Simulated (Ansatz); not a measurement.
`[F][Zn][Br]` + HCl → `[Cl][Zn][Br]` + H–F at 298.15 K and 1 bar (ligand exchange at a Zn–F bond).

Gas-phase electronic energies from Ansatz, PBE0-D4/def2-TZVP geometries. CCSD(T)/CBS adds triple-zeta CCSD(T) − MP2 to the extrapolated MP2 energy (def2 sets, frozen cores). This one scheme is used for every species. For Br, Zn outer-core shells are correlated without core-valence functions, which leaves a few kJ/mol of doubt a bond. Scalar relativity is left out up to krypton.

```csv
species,CCSD(T)/CBS energy (Eh),H − E (kJ/mol),S (J/(mol·K))
`[F][Zn][Br]`,-4451.58211,21.1,282.4
HCl,-460.38127,26.6,186.8
`[Cl][Zn][Br]`,-4811.59312,20.0,294.1
H–F,-100.39570,33.5,173.6
```

H − E and S are ideal-gas, rigid-rotor, harmonic terms from PBE0-D4/def2-TZVP. 1 Eh = 2625.50 kJ/mol, R = 8.31446 J/(mol·K).

Task: By hand: ΔE, ΔH, ΔS and ΔG.

Result: ΔE = (-4811.59312) + (-100.39570) − (-4451.58211) − (-460.38127) = -0.02544 Eh = -66.8 kJ/mol. Δ(H − E) = 20.0 + 33.5 − 21.1 − 26.6 = 5.8, so ΔH = -61.0 kJ/mol. ΔS = 294.1 + 173.6 − 282.4 − 186.8 = -1.5 J/(mol·K). ΔG = -61.0 − 298.15 × (-1.5)/1000 = -60.6 kJ/mol.

Task: By hand: the equilibrium constant, and the temperature at which ΔG would vanish if ΔH and ΔS stayed fixed.

Result: log₁₀ K = −ΔG/(RT ln 10) = 10.6. ΔG = 0 at ΔH/ΔS = 40667 K, far beyond where these terms or the molecules hold.

The number of gas molecules stays the same, so ΔS is small and ΔH decides. A doubt of 5 kJ/mol in ΔE shifts log₁₀ K by 0.9 here. These are equilibria of isolated gas molecules and say nothing of rates. Largest T1 diagnostic: 0.014 (customary marks: 0.02 for closed shells, 0.045 for open ones).
